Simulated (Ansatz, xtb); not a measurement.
# A geometry optimisation of C2H12AlNSi2 with r2SCAN-D4/def2-SVP

The starting geometry of this gas-phase singlet was built from a drawn formula by distance geometry and a force field; its bonds are those of `[AlH2][CH2]N([SiH3])C[SiH3]`.

```xyz
18

C    -0.3540    0.3873   -0.2426
C     0.0955   -1.7784    0.7463
Al    1.0049    0.4397   -1.7032
N     0.1706   -0.3454    0.9312
Si   -0.7378    0.2078    2.4100
Si    1.5032   -2.6498    1.7635
H     1.7945   -0.9037   -2.0940
H     0.7262    1.3730   -2.9148
H    -0.5535    1.4165   -0.0167
H    -1.2682   -0.1098   -0.5967
H    -2.1528   -0.1126    2.2704
H    -0.5767    1.6250    2.5780
H    -0.2086   -0.4731    3.5815
H    -0.8752   -2.1818    1.0830
H     0.2074   -2.1080   -0.3278
H     1.4262   -4.1045    1.4783
H     2.8068   -2.1420    1.2576
H     1.2797   -2.4541    3.1925
```

Task: Where would you expect an optimisation with r2SCAN-D4/def2-SVP to take it?

Result: It keeps its bonds, and is `[AlH2][CH2]N([SiH3])C[SiH3]`.

The energy falls by 0.64 eV over 26 steps:

```json
{"step": "1", "E − E(last) (eV)": "0.637"}
{"step": "4", "E − E(last) (eV)": "0.092"}
{"step": "7", "E − E(last) (eV)": "0.057"}
{"step": "9", "E − E(last) (eV)": "0.043"}
{"step": "12", "E − E(last) (eV)": "0.016"}
{"step": "15", "E − E(last) (eV)": "0.009"}
{"step": "18", "E − E(last) (eV)": "0.001"}
{"step": "20", "E − E(last) (eV)": "0.000"}
{"step": "23", "E − E(last) (eV)": "0.000"}
{"step": "26", "E − E(last) (eV)": "0.000"}
```

Final geometry (Å):

```xyz
18

C    -0.5875    0.2793   -0.3497
C     0.2402   -1.7927    0.6043
Al    0.7072    0.3952   -1.8471
N    -0.0206   -0.3857    0.8317
Si   -0.3749    0.2753    2.4058
Si    1.1777   -2.7877    1.9265
H     2.2363    0.0249   -1.6109
H     0.2253    0.9562   -3.2587
H    -0.8268    1.3347   -0.0990
H    -1.5698   -0.1567   -0.6462
H    -1.7672    0.0173    2.9144
H    -0.1949    1.7551    2.3224
H     0.5856   -0.3088    3.3874
H    -0.6906   -2.3633    0.3695
H     0.8683   -1.8996   -0.3118
H     1.4542   -4.1186    1.3049
H     2.4672   -2.1353    2.2967
H     0.3583   -3.0034    3.1562
```

From the same start GFN2-xTB ends elsewhere, differing in Al3–N4 (2.33 against 2.88 Å here).

The end wasn't checked by frequencies. Run with Ansatz 0.2.0, 86 s on 4 threads of Arm Neoverse V1, with other jobs on the host.
